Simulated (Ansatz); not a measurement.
Computed with Ansatz on PBE0-D4/def2-TZVP structures; ΔE is electronic, products minus reactants. CCSD(T)/CBS adds triple-zeta CCSD(T) − MP2 to the extrapolated MP2 energy (def2 sets, frozen cores). Functionals use def2-TZVPP. def2 core potentials past Kr. For Sn outer-core shells are correlated without core-valence functions, which leaves a few kJ/mol of doubt a bond. Each species was taken in one conformer, which may not be the lowest.

`C[N](C)[AlH][SH]` + `O=[CH][SnH3]` → `[CH3][SnH2][CH]=O` + `C[NH][AlH][SH]`  (formal exchange of groups at a C–N bond)

`C[N](C)[AlH][SH]`:

Cartesian coordinates in Å:
```
C 0.566 0.924 0.808
N -0.175 -0.099 0.116
C -1.236 -0.646 0.930
Al 0.102 -0.686 -1.532
S 1.698 0.110 -2.802
H -0.082 1.762 1.102
H 1.031 0.535 1.725
H 1.363 1.329 0.181
H -1.957 0.129 1.227
H -0.845 -1.100 1.852
H -1.785 -1.419 0.386
H -0.829 -1.821 -2.107
H 2.149 0.982 -1.884
```

`O=[CH][SnH3]`:

Cartesian coordinates in Å:
```
O 1.682 1.295 -0.637
C 0.823 0.509 -0.917
Sn -0.541 -0.334 0.605
H 0.693 0.180 -1.976
H -0.382 -2.035 0.615
H -0.125 0.323 2.118
H -2.150 0.062 0.192
```

`[CH3][SnH2][CH]=O`:

```xyz
10

C    -0.696    1.004    1.071
Sn    0.084   -0.817    0.278
C     0.806   -0.337   -1.755
O     0.832    0.798   -2.142
H    -0.738    0.960    2.159
H    -0.048    1.825    0.765
H    -1.697    1.179    0.679
H     1.403   -1.404    1.198
H    -1.100   -2.051    0.180
H     1.154   -1.156   -2.431
```

`C[NH][AlH][SH]`:

```xyz
10

C    -0.567    0.292   -1.236
N    -0.518    0.656    0.162
Al    0.400   -0.020    1.510
S     1.766   -1.707    1.222
H    -0.231    1.104   -1.892
H    -1.575    0.000   -1.555
H     0.086   -0.563   -1.427
H    -1.124    1.438    0.366
H     0.234    0.601    2.948
H     1.530   -1.802   -0.098
```

```json
{"level": "ωB97X-V", "ΔE (kcal/mol)": "-12.9"}
{"level": "B2PLYP", "ΔE (kcal/mol)": "-13.9"}
{"level": "HF/def2-TZVPP", "ΔE (kcal/mol)": "-13.3"}
{"level": "CCSD/def2-TZVPP", "ΔE (kcal/mol)": "-13.9"}
```

(1) What does CCSD(T)/CBS give? (Estimate.)

Largest T1 diagnostic among the species: 0.016.

## Answers

(1) Computed: -15.3 kcal/mol. The listed levels differ from it by 2.4, 1.4, 2.0, 1.4 kcal/mol.
